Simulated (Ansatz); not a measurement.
Ansatz (a program for electronic structure) input (HF/STO-3G):

Ansatz 0.2 input:
```yaml
crystal:
  periodic: [false, false, false]
  atoms:
    - {symbol: N, position_ang: [-0.00000000, -0.00000000, -1.26217169]}
    - {symbol: C, position_ang: [-0.00000000, -0.00000000, -0.04055002]}
    - {symbol: O, position_ang: [0.00000000, 0.00000000, 1.13481274]}
basis:
  gaussian:
    orbitals: STO-3G
hamiltonian:
  xc: {name: HF}
magnetization: {spin_polarized: true, initial_magnetization: 1}
relax: {f_tol: 0.003, max_steps: 120}
```

### Question
Predict the final energy.

### Answer
-164.93408 Eh.

The determinant is spin-contaminated: <S^2> is 1.17 against 0.75 for a pure state.
